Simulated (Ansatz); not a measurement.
Relaxation of CH$_{9}$ClSi$_{2}$ (13 atoms, charge 0, multiplicity 1), to a largest force component of 0.03 eV/Å in at most 50 steps.

The calculation used RKS PBE0/def2-SVP in Ansatz.

```xyz
13
Properties=species:S:1:pos:R:3:forces:R:3
Si -1.407 -0.413 -0.191 -0.53 0.23 -0.32
C 0.957 0.778 1.587 0.63 -0.03 0.57
H -2.591 -1.186 -0.675 0.00 0.00 0.00
H -1.146 -0.833 1.209 0.00 0.00 0.00
Si 0.318 -0.714 -1.753 -0.01 0.01 0.02
H 0.361 1.353 0.886 -0.20 0.22 -0.26
Cl -2.001 1.616 -0.242 0.10 -0.43 0.00
H 1.827 1.382 1.883 0.00 0.00 0.00
H 0.360 0.550 2.479 0.01 0.00 0.00
H 1.320 -0.155 1.137 -0.01 0.00 0.00
H 1.446 0.237 -1.545 0.01 0.01 0.00
H -0.271 -0.496 -3.109 0.00 0.00 -0.01
H 0.826 -2.119 -1.666 0.00 0.00 0.01
```

Problem. Where does it end, and by what steps?

Solution. The forces met the threshold. The force dipped under the threshold on the way, but the program's further checks kept it going. After 18 steps the energy has fallen by 0.172 eV; H9 moved furthest, 0.82 Å.

| step | energy less start (eV) | largest force component (eV/Å) | accepted |
| --- | --- | --- | --- |
| 0 | 0.0000 | 0.634 | yes |
| 1 | -0.1232 | 0.209 | yes |
| 2 | -0.1339 | 0.244 | yes |
| 3 | -0.1580 | 0.076 | yes |
| 4 | -0.1609 | 0.050 | yes |
| 5 | -0.1635 | 0.026 | yes |
| 6 | -0.1647 | 0.080 | yes |
| 7 | -0.1655 | 0.067 | yes |
| 8 | -0.1666 | 0.053 | yes |
| 9 | -0.1677 | 0.074 | yes |
| 10 | -0.1677 | 0.115 | no |
| 11 | -0.1688 | 0.031 | yes |
| 12 | -0.1693 | 0.069 | yes |
| 13 | -0.1703 | 0.072 | yes |
| 14 | -0.1707 | 0.046 | yes |
| 15 | -0.1711 | 0.003 | yes |
| 16 | -0.1715 | 0.007 | yes |
| 17 | -0.1715 | 0.042 | yes |
| 18 | -0.1717 | 0.017 | yes |

```xyz
13
Properties=species:S:1:pos:R:3
Si -1.679 -0.598 -0.517
C 1.265 1.055 1.976
H -2.904 -1.274 -1.035
H -1.398 -1.099 0.860
Si 0.142 -0.890 -1.963
H 0.407 1.380 1.372
Cl -2.077 1.444 -0.401
H 2.018 1.853 2.001
H 0.932 0.834 2.999
H 1.707 0.151 1.534
H 1.336 -0.167 -1.430
H -0.211 -0.343 -3.308
H 0.461 -2.346 -2.091
```

Time of the run: 57 s on 2 threads of Arm Neoverse V2 (shared host), peak memory 0.26 GiB.
